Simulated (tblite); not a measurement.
C₈H₁₃OP.
Cartesian coordinates in Å at the GFN2-xTB level; atoms count from 1:
```
atom  x, y, z in Å
C1    -3.7247   -0.2773    0.6038
C2    -2.4770   -0.4554    0.2073
P3    -1.4756    0.9934   -0.2194
O4    -2.1662    2.2815   -0.0982
C5    -0.6911    0.5792   -1.8399
C6     0.4987   -0.2311   -1.4360
C7     0.8987   -0.1533   -0.1719
C8     2.0675   -0.8883    0.4071
C9     3.1744    0.0686    0.8519
C10    0.1026    0.7650    0.7114
H11   -4.3794   -1.0893    0.8779
H12   -4.1256    0.7228    0.6608
H13   -2.0142   -1.4284    0.1271
H14   -0.4033    1.5172   -2.3257
H15   -1.3617    0.0431   -2.5140
H16    0.9961   -0.8453   -2.1713
H17    1.7349   -1.4709    1.2712
H18    2.4636   -1.5819   -0.3372
H19    4.0196   -0.4914    1.2453
H20    2.8146    0.7390    1.6286
H21    3.5173    0.6658    0.0099
H22   -0.0488    0.3626    1.7148
H23    0.5749    1.7475    0.8064
```

Computed with GFN2-xTB (tblite): harmonic, unscaled wavenumbers at the GFN2-xTB geometry, gas phase. Errors from tens to a few hundred cm⁻¹ against measured bands are possible. One conformer, not necessarily the lowest.

Harmonic wavenumbers (cm⁻¹): 43.2, 48.5, 81.9, 142.4, 178.6, 191.6, 205.7, 263.7, 272.2, 309.7, 357.4, 372.4, 452.4, 524.6, 543.8, 587.0, 661.3, 749.9, 770.6, 778.0, 790.9, 823.0, 858.5, 876.1, 909.6, 973.9, 1006.9, 1015.0, 1019.2, 1042.2, 1057.1, 1084.5, 1096.7, 1141.5, 1186.6, 1217.1, 1223.8, 1239.4, 1279.4, 1304.5, 1324.9, 1378.2, 1409.1, 1422.3, 1424.4, 1478.6, 1501.6, 1504.4, 1663.7, 1714.2, 2920.6, 2928.8, 2951.6, 2963.0, 2966.1, 2985.5, 3035.9, 3038.1, 3042.6, 3060.2, 3081.3, 3085.0, 3111.6.

A = 2218, B = 675.6, C = 659.5 MHz; mass 156.070 u (most abundant isotopes); point group C1, symmetry number 1.

Zero-point energy?

Half the sum of the wavenumbers: 41336 cm⁻¹ = 118.19 kcal/mol.

Entropy at 200 K, 1 bar (ideal gas, RRHO, classical rotation)?

Translation 39.09, rotation 28.98, vibration 23.24: S = 91.3 cal/(mol K).

And Cp and H(200 K) − H(0)?

Cp = 32.76 cal/(mol K), of which vibrations give 24.81 (their classical limit is 63 R = 125.2); H(200 K) − H(0) = 4.10 kcal/mol without the zero-point energy, 2.51 from vibrations.

What must be added to the electronic energy to get the Gibbs energy at 200 K and 1 bar?

ZPE + [H(200 K) − H(0)] − T·S = 118.19 + 4.10 − 18.26 = 104.03 kcal/mol.

Blend soft modes into free rotors: weight 1/[1 + (100 cm⁻¹/ν̃)⁴] for the oscillator and the rest for a rotor with moment μB/(μ + B), μ = h/(8π²ν), B = 10⁻⁴⁴ kg m². What vibrational entropy results?

21.22 cal/(mol K) in place of 23.24, which changes −T·S at 200 K by +0.40 kcal/mol.

Which modes carry the vibrational entropy at 200 K?

43.2 cm⁻¹: 4.32; 48.5 cm⁻¹: 4.09; 81.9 cm⁻¹: 3.07; 142.4 cm⁻¹: 2.02; 178.6 cm⁻¹: 1.62; 191.6 cm⁻¹: 1.50 cal/(mol K); the other 57 give 6.62 together.

How do the functions run with temperature in this model?

| T (K) | S (cal/(mol K)) | Cp (cal/(mol K)) | H − H(0) (kcal/mol) | G − H(0) (kcal/mol) | ln q(vib) |
| --- | --- | --- | --- | --- | --- |
| 50 | 61.2 | 14.1 | 0.53 | -2.53 | 0.75 |
| 100 | 73.1 | 20.9 | 1.41 | -5.90 | 2.23 |
| 298.15 | 106.7 | 45.1 | 7.91 | -23.89 | 8.47 |
| 373.15 | 117.8 | 54.5 | 11.65 | -32.31 | 10.82 |
| 500 | 135.7 | 68.2 | 19.46 | -48.40 | 14.80 |
| 750 | 167.3 | 87.2 | 39.06 | -86.38 | 22.42 |
| 1000 | 194.1 | 99.5 | 62.50 | -131.64 | 29.56 |

q(vib) and H(0) count from the zero-point level.

Hindered rotation and anharmonicity are outside this model. Other conformers, if any are populated, would add a mixing term that is left out. The structure is chiral; the term R ln 2 for an equal mix with its mirror image is left out.
